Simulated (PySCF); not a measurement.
These 2 structures share the formula C8H15B. Method used: PySCF, PBE0-D3(BJ)/def2-SVP geometry optimisation, gas phase. Energies are electronic, without zero-point or thermal terms, for one conformer each. No frequencies were run at this level. Point groups hold within 0.08 Å.

Task: Order them by energy at this level, lowest first, and give relative energies in kcal/mol.
A. `B1[C@H]2CCC[C@@H]1CCC2`
B. `[CH2:1]=[CH:2][CH2:3][C@H:4]1[BH:5][CH2:6][CH2:7][CH2:8][CH2:9]1` with C1–C2–C3–C4 -114°, C2–C3–C4–B5 167°, C3–C4–B5–C6 156°, C4–B5–C6–C7 -22°, B5–C6–C7–C8 40°, C6–C7–C8–C9 -59°

Result: A (0.0), B (18.0).

As drawn, the higher has a C=C bond outside aromatic rings, which the lower lacks.

| SMILES | E (Eh) | E rel (kcal/mol) | dipole (D) | point group | A, B, C (MHz) |
| --- | --- | --- | --- | --- | --- |
| B1[C@H]2CCC[C@@H]1CCC2 | -338.09467 | 0.0 | 0.71 | Cs | 2244, 1849, 1410 |
| C=CC[C@H]1BCCCC1 | -338.06594 | 18.0 | 0.77 | C1 | 3713, 833.2, 725.3 |
